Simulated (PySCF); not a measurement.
Species: C₃H₁₄AlGeNO.
SMILES with atom numbers: `[CH3:1][N+:2]([CH3:3])([CH3:4])[AlH2-:5][O:6][GeH3:7]` (hydrogens: H8, H9, H10 on C1; H11, H12, H13 on C3; H14, H15, H16 on C4; H17, H18 on Al5; H19, H20, H21 on Ge7)

Geometry (PBE0-D3(BJ)/def2-SVP, Å), atoms numbered from 1 in this order:
```
atom  x, y, z in Å
C1    -1.467   -0.438   -1.379
N2    -1.822   -0.582    0.038
C3    -2.152    0.725    0.619
C4    -2.929   -1.526    0.207
Al5   -0.167   -1.307    1.027
O6     0.908    0.006    0.624
Ge7    2.529    0.653    0.787
H8    -2.311   -0.017   -1.954
H9    -0.593    0.221   -1.458
H10   -1.200   -1.421   -1.789
H11   -1.274    1.379    0.534
H12   -3.014    1.179    0.100
H13   -2.391    0.599    1.684
H14   -3.147   -1.646    1.278
H15   -3.837   -1.168   -0.310
H16   -2.642   -2.505   -0.202
H17   -0.711   -1.354    2.537
H18    0.078   -2.692    0.251
H19    2.838    1.487   -0.475
H20    3.560   -0.490    0.918
H21    2.602    1.562    2.034
```

Computed, not measured: PySCF, TDDFT B3LYP/def2-SVPD, vertical, gas phase, core orbitals frozen in the response. The B3LYP/def2-SVPD calculation is non-relativistic and has no spin–orbit coupling, an omission that weighs most on germanium.

Ground-to-excited transition dipoles (e·a0, same axes as the geometry; the sign carries no meaning), for the states with f of 0.002 or more among the lowest 10:

| state | E (eV) | μx | μy | μz |
| --- | --- | --- | --- | --- |
| S2 | 6.164 | -0.098 | 0.174 | 0.304 |
| S3 | 6.432 | -0.095 | 0.137 | 0.254 |
| S6 | 6.978 | 0.023 | 0.361 | -0.159 |
| S8 | 7.117 | -0.471 | 0.207 | -0.272 |
| S9 | 7.212 | -0.102 | 0.280 | 0.487 |
| S10 | 7.286 | -0.143 | 0.184 | -0.091 |

(1) What oscillator strength does each state have?

(2) Which bond between heavy atoms lies closest to the direction of the S8 transition dipole?

(3) What angle do the transition dipoles of S6 and S9 make?

## Answers

(1) f = (2/3) ΔE |μ|² with ΔE in hartree (27.2114 eV).

```csv
state,|μ|² (au),|μ| (D),f
S2,0.132,0.92,0.020
S3,0.092,0.77,0.015
S6,0.156,1.01,0.027
S8,0.339,1.48,0.059
S9,0.325,1.45,0.058
S10,0.063,0.64,0.011
```

(2) N2–Al5, at 1° from it; next O6–Ge7 at 49°.

(3) |cos θ| = |μa·μb| / (|μa| |μb|) = 0.09, so θ ≈ 85° (taken between 0 and 90°, since the signs are arbitrary).

The vertical ionisation energy (ΔSCF) is 8.86 eV, 1.57 eV above S10.

One conformer stands for the species.
